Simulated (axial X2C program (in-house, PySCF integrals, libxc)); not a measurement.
**Photoelectron levels of SeCl⁻ by EOM-IP-CCSD**

Computed with an axial X2C code built on PySCF integrals: two-component X2C with atomic mean-field Coulomb and Gaunt terms, Gaussian nuclei, basis Se dyall-acv3z, Cl dyall-av3z with contracted cores.

R = 2.168 Å (0.960 times 2.258 Å, the PBE0 minimum at charge -1 for the lowest determinant).

Vertical detachment energies of SeCl⁻ to the states of SeCl:

| Ω of SeCl | vertical detachment energy (eV) | above lowest (cm⁻¹) | ionised spinor | one-hole weight |
| --- | --- | --- | --- | --- |
| 3/2 | 2.366 | 0 | 78% Se pπ, 10% Cl pπ, 7% Cl dπ | 0.94 |
| 1/2 | 2.586 | 1775 | 78% Se pπ, 10% Cl pπ, 7% Cl dπ | 0.94 |
| 3/2 | 6.569 | 33904 | 82% Cl pπ, 11% Se pπ | 0.92 |
| 1/2 | 6.656 | 34600 | 82% Cl pπ, 12% Se pπ | 0.92 |
| 1/2 | 7.256 | 39445 | 57% Cl pσ, 28% Se pσ, 9% Se sσ | 0.92 |

Question: Take the first Ω = 1/2 and Ω = 3/2 rows of π character: how far apart are they, and which lies lower?

Answer: E(3/2) − E(1/2) = 0 − 1775 = -1775 cm⁻¹ at EOM-IP-CCSD: inverted, Ω = 3/2 lower. Splittings at this level can be off by ten to twenty per cent.

This point took 6.6 s on 1 thread of Intel(R) Xeon(R) 6975P-C (Granite Rapids), with other jobs on the host.

Reference electrons by ω block (each with its −ω partner): 1/2: 18, 3/2: 7, 5/2: 1. 14 electrons of SeCl⁻ correlated (inner shells frozen), 92 natural virtual spinors (a truncated set); levels can be off by some tenths of an eV. Roots sought by Ω: (1/2: 4, 3/2: 3, 5/2: 1); the list ends where they run out and leaves out roots under 60 % one-particle weight. The solver can skip a root, and states that need a further excitation, which the method places far too high, are missing though they may lie low or lowest. T1 of the reference 0.009 (Lee–Taylor). Number of frozen shells: Se 3 s, 2 p, 1 d; Cl 2 s, 1 p.
